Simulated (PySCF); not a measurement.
ClTl, charge -1, doublet, geometry from GFN2-xTB (such geometries of metal compounds can be far from the true shape) (a state made from the parent by changing its charge; the spin is typed, not shown lowest) (core potentials on Tl) (in this run its highest filled SCF level lies above zero, so its values depend strongly on the basis, on diffuse functions most of all); PBE/def2-TZVP (PySCF).

Here is a job for PySCF.
```python
from pyscf import gto, scf, dft

mol = gto.M(
    atom='''
Tl   -0.000000   -0.000000   -0.476410
Cl    0.000000    0.000000    2.269956
''',
    basis='def2-tzvp',
    ecp={'Tl': 'def2-tzvp'},
    charge=-1,
    spin=1,
    verbose=4,
)

mf = dft.UKS(mol)
mf.xc = 'pbe'
mf.kernel()
```

Q: Predict the main parts of the log of this PySCF run.

A: 
```
PySCF version 2.14.0

[INPUT] verbose = 4
[INPUT] num. atoms = 2
[INPUT] num. electrons = 39
[INPUT] charge = -1
[INPUT] spin (= nelec alpha-beta = 2S) = 1
[INPUT] symmetry False subgroup None
[INPUT] Mole.unit = angstrom
[INPUT] Symbol           X                Y                Z      unit          X                Y                Z       unit  Magmom
[INPUT]  1 Tl     0.000000000000   0.000000000000  -0.476410000000 AA    0.000000000000   0.000000000000  -0.900284423004 Bohr   0.0
[INPUT]  2 Cl     0.000000000000   0.000000000000   2.269956000000 AA    0.000000000000   0.000000000000   4.289595154813 Bohr   0.0

nuclear repulsion = 68.7877232307857
number of shells = 29
number of NR pGTOs = 154
number of NR cGTOs = 87
basis = def2-tzvp
ecp = {'Tl': 'def2-tzvp'}

******** <class 'pyscf.dft.uks.UKS'> ********
method = UKS
initial guess = minao
damping factor = 0
level_shift factor = 0
DIIS = <class 'pyscf.scf.diis.CDIIS'>
diis_start_cycle = 1
diis_space = 8
diis_damp = 0
SCF conv_tol = 1e-09
SCF conv_tol_grad = None
SCF max_cycles = 50
direct_scf = True
direct_scf_tol = 1e-13
number electrons alpha = 20  beta = 19
XC library pyscf.dft.libxc version 7.1.2
    S. Lehtola, C. Steigemann, M. J. T. Oliveira, and M. A. L. Marques,  SoftwareX 7, 1–5 (2018)
XC functionals = pbe
    J. P. Perdew, K. Burke, and M. Ernzerhof,  Phys. Rev. Lett. 77, 3865 (1996)
    J. P. Perdew, K. Burke, and M. Ernzerhof,  Phys. Rev. Lett. 78, 1396 (1997)
    J. P. Perdew, K. Burke, and M. Ernzerhof,  Phys. Rev. Lett. 77, 3865 (1996)
    J. P. Perdew, K. Burke, and M. Ernzerhof,  Phys. Rev. Lett. 78, 1396 (1997)
radial grids:
    Treutler-Ahlrichs [JCP 102, 346 (1995); DOI:10.1063/1.469408] (M4) radial grids

becke partition: Becke, JCP 88, 2547 (1988); DOI:10.1063/1.454033
pruning grids: <function nwchem_prune>
grids dens level: 3
symmetrized grids: False
atomic radii adjust function: <function treutler_atomic_radii_adjust>
small_rho_cutoff = 0
Set gradient conv threshold to 3.16228e-05
tot grids = 41808
init E= -602.473602569415

cycle= 1 E= -631.79835793041  delta_E= -29.3  |g|=  1.3  |ddm|= 6.53
cycle= 2 E= -620.126126320846  delta_E= 11.7  |g|= 4.05  |ddm|= 6.97
cycle= 3 E= -632.638720959349  delta_E= -12.5  |g|= 0.185  |ddm|= 5.87
cycle= 4 E= -632.635314856591  delta_E= 0.00341  |g|= 0.226  |ddm|= 0.819
cycle= 5 E= -632.666246714365  delta_E= -0.0309  |g|= 0.0625  |ddm|= 0.275
cycle= 6 E= -632.668193585651  delta_E= -0.00195  |g|= 0.024  |ddm|= 0.0941
cycle= 7 E= -632.668450290907  delta_E= -0.000257  |g|= 0.00465  |ddm|= 0.0333
cycle= 8 E= -632.668457151116  delta_E= -6.86e-06  |g|= 0.00143  |ddm|= 0.00589
cycle= 9 E= -632.668458058625  delta_E= -9.08e-07  |g|= 0.000241  |ddm|= 0.00179
cycle= 10 E= -632.668458099939  delta_E= -4.13e-08  |g|= 3.29e-05  |ddm|= 0.000513
cycle= 11 E= -632.668458100689  delta_E= -7.5e-10  |g|= 8.55e-06  |ddm|= 0.000106
Extra cycle  E= -632.66845810052  delta_E= 1.68e-10  |g|= 1.98e-05  |ddm|= 4.66e-05
converged SCF energy = -632.66845810052  <S^2> = 0.75124444  2S+1 = 2.0012441
```
